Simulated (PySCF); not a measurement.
BF, SMILES F[B] (connectivity only; charge and spin as stated), charge +1, multiplicity 2. Atoms are numbered in the order given.

```xyz
2

B      0.0000     0.0000    -0.7794
F      0.0000     0.0000     0.4330
```
Charge +1, spin multiplicity 2.

Geometry optimised at PBE0-D3(BJ)/def2-TZVPD.

All values below come from B3LYP/pcH-1 (PySCF).

Unrestricted Kohn–Sham, ⟨S²⟩ = 0.752. Hyperfine tensors hold the contact and dipolar terms, without spin-orbit corrections.

### Question
Estimate the hyperfine couplings. (An estimate is asked for; the answer gives what the named calculation found.)

### Answer

| nucleus | A(iso) (MHz) | A(iso) (G) | dipolar principal values (MHz) |
|---|---|---|---|
| 11B no. 1 | 1791.2 | 639.2 | -27.2, -27.2, 54.4 |
| 19F no. 2 | 279.8 | 99.8 | -117.7, -117.7, 235.5 |
